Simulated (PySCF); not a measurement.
A structure optimised at PBE-D3(BJ)/def2-SVP, used in a PySCF frequency run:

```
Si
O 1 1.7055
H 1 1.5005 2 105.06
H 1 1.5034 3 110.27 2 119.47
H 1 1.5053 3 110.29 4 120.72
Te 2 2.0149 1 120.16 3 -177.31
Br 6 2.5385 2 100.82 1 -76.76
```
Charge 0, spin multiplicity 1.

Task: Write its SMILES and formula.

Result: [SiH3]O[Te]Br, BrH3OSiTe

Task: What are its rotational constants (standard atomic weights)?

Result: 2.2113, 1.0222, 0.72548 GHz
